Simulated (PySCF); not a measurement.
Isomers of C2H9B2N and their computed core-level spectra.

Level of theory: PySCF, delta-SCF UKS SCAN, pcX-2 on the ionised atom, pcseg-1 elsewhere, spin-free X2C. Geometries: PBE0-D3(BJ)/def2-SVP; isolated species, one conformer each.

Line lists (1s up to Mg, 2p3/2 beyond; areas count atoms within a level, one atom standing for each set equivalent by bonding):
1. B 1s: 195.83 (area 1), 196.03 (area 1) eV; C 1s: 290.20 (area 1), 290.76 (area 1) eV; N 1s: 405.13 eV
2. B 1s: 195.82 (area 1), 195.85 (area 1) eV; C 1s: 289.94 eV; N 1s: 404.95 eV
3. B 1s: 195.85 eV; C 1s: 290.89 (area 1), 291.72 (area 1) eV; N 1s: 405.12 eV

Structures:
A. `N(B)(B)CC`
B. `BNBCC`
C. `CB(C)NB`

Match each list to its structure.

- 1 = B: no other candidate has these counts of sites. B 1s: 195.83 three-coordinate boron, 196.03 three-coordinate boron; C 1s: 290.20 sp3 carbon bound to boron, 290.76 methyl carbon; N 1s: 405.13 boron-bound nitrogen.
- 2 = C: no other candidate has these counts of sites. B 1s: 195.82 three-coordinate boron, 195.85 three-coordinate boron; C 1s: 289.94 sp3 carbon bound to boron (×2); N 1s: 404.95 boron-bound nitrogen.
- 3 = A: no other candidate has these counts of sites. B 1s: 195.85 three-coordinate boron (×2); C 1s: 290.89 methyl carbon, 291.72 sp3 carbon bound to nitrogen; N 1s: 405.12 boron-bound nitrogen.

2 of these hole states are spin-contaminated (⟨S²⟩ up to 0.90, against 0.75; counted from 0.85) and less certain.
